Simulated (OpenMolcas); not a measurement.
**How basis sets differ on C2H2BrF3 (2-bromo-1,1,1-trifluoroethane)**

C2H2BrF3 has 8 atoms, charge 0, and is taken as a singlet. As SMILES, `FC(F)(F)CBr`. The shape is that of a GFN2-xTB optimisation.

Each level gives the dipole moment (D). The values are calculated.

```csv
level,kind,program,value (D),CPU time
TPSS/STO-3G,meta-GGA,OpenMolcas,1.24,4.5 s
TPSS/3-21G,meta-GGA,OpenMolcas,1.80,7 s
TPSS/6-31G,meta-GGA,OpenMolcas,2.12,9.7 s
TPSS/6-31G* (spherical functions),meta-GGA,OpenMolcas,1.81,20 s
TPSS/6-31G** (spherical functions),meta-GGA,OpenMolcas,1.81,23 s
TPSS/6-311G**,meta-GGA,OpenMolcas,1.88,46 s
```

All-electron rows without a relativistic Hamiltonian named are non-relativistic. The values span 1.24 to 2.12 D. Sets without polarisation functions give poor dipoles. Without the sets that lack polarisation functions the rows with a basis span only 1.81 to 1.88 D. Times are those of the runs behind each value, whatever else they computed, on shared processors of several kinds: orders of magnitude only.
